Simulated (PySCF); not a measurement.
Compound: C6H11B.
Bonds: C1–C2 (double), C2–B3, B3–C4, C4–C5, C5–C6, C6–C7, C4–C7. Hydrogens: H8, H9 on C1; H10 on C2; H11 on B3; H12 on C4; H13, H14 on C5; H15, H16 on C6; H17, H18 on C7.

Probes without a nucleus sit at each ring's centroid and 1 Å off its mean plane on both sides; NICS is minus the shielding there, NICSzz its component along the normal. Level: GIAO PBE0/pcSseg-1 (PySCF, non-relativistic, gas phase) on the PBE0-D3(BJ)/def2-SVP geometry, one conformer.

Ring bond lengths (Å), with Mayer bond orders in brackets: C4–C5 1.555 (1.00), C5–C6 1.540 (1.03), C6–C7 1.540 (1.03), C7–C4 1.550 (1.01).

**Question.** Give the NICS values of each ring in ppm.

**Answer.** 
```csv
ring,type,NICS(0),"NICS(1), two faces","NICS(1)zz, two faces",rms pucker (Å),"centre to ring atoms, mean (Å)"
C4–C5–C6–C7,4-membered carbocycle; formal bonds all single,-1.6,-0.2 / -1.5,5.0 / 3.5,0.12,1.09
```

**Question.** What can be read from them?

**Answer.** 
- C4–C5–C6–C7: mean NICS(1)zz 4.2 ppm, deshielded. C4, C5, C6, C7 have four or more neighbours, so the value isn't read as a sign of a π ring current.

**Question.** What are the shieldings of the ring atoms and their hydrogens in the same run (means over atoms taken as equivalent)?

**Answer.** 
```
   atoms                environment  σ isotropic (ppm)  principal values of the symmetric part, first atom (ppm)
      C4  sp3 carbon bound to boron              146.1                                       132.3, 146.8, 159.2
 C5 (×2)  four-membered-ring carbon              157.1                                       132.2, 161.5, 176.2
      C6  four-membered-ring carbon              161.4                                       147.2, 164.6, 172.5
     H12           methine hydrogen              28.99                                          26.5, 28.1, 32.3
H13 (×2)         methylene hydrogen              29.21                                          25.7, 26.1, 35.6
H14 (×2)         methylene hydrogen              29.23                                          26.6, 27.8, 33.4
     H15         methylene hydrogen              29.16                                          26.4, 27.3, 33.8
     H16         methylene hydrogen              29.58                                          26.0, 26.3, 36.5
```

**Question.** How do the values depend on the level or the medium?

**Answer.** 
```
             level  NICS(0), C4–C5–C6–C7  mean NICS(1)zz, C4–C5–C6–C7
PBE0/pcSseg-1, gas                  -1.6                          4.2
WP04/pcSseg-1, gas                  -1.9                          3.8
```

The geometry is the same throughout.

On Arm Neoverse V2, one thread, no GPU, shared host, this took 16 s wall and 0.96 GiB of memory at its peak. This is the whole shielding run at PBE0/pcSseg-1, SCF included.

Conformer computed: `[CH2:1]=[CH:2][BH:3][CH:4]1[CH2:5][CH2:6][CH2:7]1`: C1–C2–B3–C4 178°, C2–B3–C4–C5 134°.
